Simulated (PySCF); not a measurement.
Species, as SMILES: [C](Cl)Cl (closed-shell singlet).
Geometry (B3LYP-D3(BJ)/def2-TZVP, fixed):
```xyz
3

Cl    -1.4025    -0.2001     0.0210
C     -0.0305     0.8441     0.0088
Cl     1.4133    -0.0978    -0.0241
```

Basis-set convergence of the isotropic shielding of C2 at PBE with PySCF. GIAO, no density fitting; atoms are numbered in the order shown. All functions are spherical. No added dispersion term, no relativity. Reference: the value in pcSseg-3, -420.45 ppm, itself unsure by roughly 4.15 ppm (its mean distance from pcseg-3, pcSseg-2).

```csv
basis,functions,isotropic shielding of C2 (ppm)
STO-3G,23,-282.55
6-31G,35,?
pcSseg-0,35,-504.50
pcseg-0,35,-387.64
pcseg-1,50,-400.36
cc-pV(D+d)Z,60,-364.95
pcSseg-1,65,-420.30
6-311G**,70,-400.52
aug-pcseg-1,77,-376.50
6-311+G**,82,-385.29
"6-311++G(2d,2p)",97,-381.61
pcseg-2,98,-413.16
def2-TZVPP,115,-395.16
pcSseg-2,122,-423.54
def2-TZVPD,129,?
cc-pCVTZ,161,?
cc-pV(Q+d)Z,183,?
def2-QZVPPD,221,-402.50
```

Question: What belongs in the gaps?

Answer: 
- 6-31G, isotropic shielding of C2 (ppm): -397.63
- def2-TZVPD, isotropic shielding of C2 (ppm): -393.07
- cc-pCVTZ, isotropic shielding of C2 (ppm): -413.79
- cc-pV(Q+d)Z, isotropic shielding of C2 (ppm): -407.24
